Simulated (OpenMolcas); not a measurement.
What dynamic correlation does to the levels of Os6+

```yaml
Program: OpenMolcas 26.06
Basis: ANO-RCC-VTZP [8s7p5d3f2g1h]
Scalar_Hamiltonian: DKH2, point nucleus
Active_space: 2 electrons in 10 orbitals (5d 6d)
State_averaging: 2S+1 = 3 even, 10 roots; 2S+1 = 1 even, 15 roots
Spin-orbit_coupling: state interaction with AMFI integrals over the reference wave functions, term energies averaged over their components
```

Methods on the same reference wave functions:
A. CASSCF
B. SS-CASPT2, IPEA 0.25 Eh, imaginary shift 0.1 Eh (closed shells correlated: 5s 5p)
C. XMS-CASPT2, IPEA 0.25 Eh, imaginary shift 0.1 Eh (closed shells correlated: 5s 5p)

Energies in cm-1 above 5d2 3F2, the measured ground level; measured values from van het Hof, Joshi, Wyart and Sugar, J. Res. Natl. Inst. Stand. Technol. 100, 687 (1995).

| Level | A | B | C | Measured |
| --- | --- | --- | --- | --- |
| 5d2 3F2 | 0.0 | 0.0 | 0.0 | 0.0 |
| 5d2 3F3 | 10337 | 10650 | 10620 | 10308 |
| 5d2 3P0 | 18027 | 16560 | 16570 | 15837 |
| 5d2 3F4 | 18569 | 18610 | 18560 |  |
| 5d2 3P1 | 24175 | 23020 | 22990 | 22098 |
| 5d2 1G4 | 33534 | 32280 | 32140 | 31274 |
| 5d2 3P2 [56 %] | 35553 | 33940 | 34020 | 33127 |
| 5d2 1S0 | 63135 | 58650 | 59050 | 57710 |

Deviations, from unrounded energies. A percentage is the sum of absolute deviations over the sum of measured energies, with the sign that they share, or ± where signs differ.

| Against measurement | Levels | A | B | C |
| --- | --- | --- | --- | --- |
| mean absolute deviation (cm-1) | 6 | 2400 | 790 | 840 |
| fine structure of the ground term (%) | 1 | +0.3 | +3.4 | +3.0 |
| other terms of the ground configuration (%) | 5 | +9.0 | +2.8 | +2.9 |

B lies closest to measurement on these levels and A furthest from it. The largest miss of B in the table is 5d2 1G4, by +1000 cm-1. The ranking rests on the paired levels alone, and a cruder setting can come out closer through cancelling errors.

Between B and C the level of the table that moves most is 5d2 1S0, by 400 cm-1 (lowest in B, highest in C). Moves below CASPT2's spread within the term are not significant.

The mean deviations of B to C differ by less than CASPT2's widest spread within a term (530 cm-1), so their order carries little weight.

From A to B the spin-free energies of the other terms of 5d2 shown, above 3F, scale by factors of 0.89 to 0.90, as is usual when dynamic correlation screens the repulsion within a d or f shell.

The lowest spin-free term lies below A's lowest term by 0.219 hartree in B, 0.221 hartree in C.

CASPT2 breaks the degeneracy within a term, and the mean is taken; among the terms shown or strongly mixed into the levels shown the widest spread is 530 cm-1 (5d2 3F, C). Active for correlation alone: 6d; no level in the range computed is led by a configuration that fills it, so any true level of that kind is missing. Without dynamic correlation excited terms often stand tens of per cent too high (terms of higher spin than the ground term too low), and those without a measured partner can miss by more than the paired ones (holds for A). Measured partners are found by configuration, term and J. A level has none where our copy of the source lacks it or the pairing is in doubt (some pairs that miss far off the trend of their configuration count as doubtful), and it then counts in no deviation. Levels of configurations outside the active space are missing. Levels that lie high or do not pair safely by name in every column are left out.

A share in square brackets marks a mixed level and gives the weight of the term that names it, the lowest over the columns.
